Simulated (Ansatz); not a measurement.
Isolated molecules relaxed with PBE0-D4/def2-TZVP in Ansatz; ΔE leaves out vibrations. CCSD(T)/CBS adds triple-zeta CCSD(T) − MP2 to the extrapolated MP2 energy (def2 sets, frozen cores). This one scheme is used for every species. DFT in def2-TZVPP. One conformer a species, not always the lowest.

Consider the formal hydrolysis of a C–Cl bond: `C=C=C([SiH3])Cl` + H₂O → `C=C=C(O)[SiH3]` + HCl.

Question: Is it downhill or uphill in electronic energy at CCSD(T)/CBS, and by how much? (Best estimate.)

Answer: Ansatz gave: Uphill: ΔE = +0.25 eV.

Question: What do these levels give: PBE-D4, ωB97M-V, PBE0, HF/def2-TZVPP, MP2/def2-QZVPP, SCS-MP2/def2-QZVPP? (Best estimate.)

Answer: Ansatz gave: PBE-D4 0.17, ωB97M-V 0.18, PBE0 0.16, HF/def2-TZVPP 0.12, MP2/def2-QZVPP 0.31, SCS-MP2/def2-QZVPP 0.27 eV.

Largest T1 diagnostic among the species: 0.013.

The D4 term adds +0.04 eV with B3LYP and +0.02 eV with PBE0; it sums over pairs of atoms, weighted by their polarisabilities, and B3LYP, whose exchange is more repulsive, gets the larger term. In def2-TZVPP, CCSD(T) changes the Hartree–Fock value by +0.08 eV (the triples alone add +0.02 eV) and MP2 by +0.16 eV.

B3LYP here is the variant with VWN-RPA as its local correlation; programs differ in this.
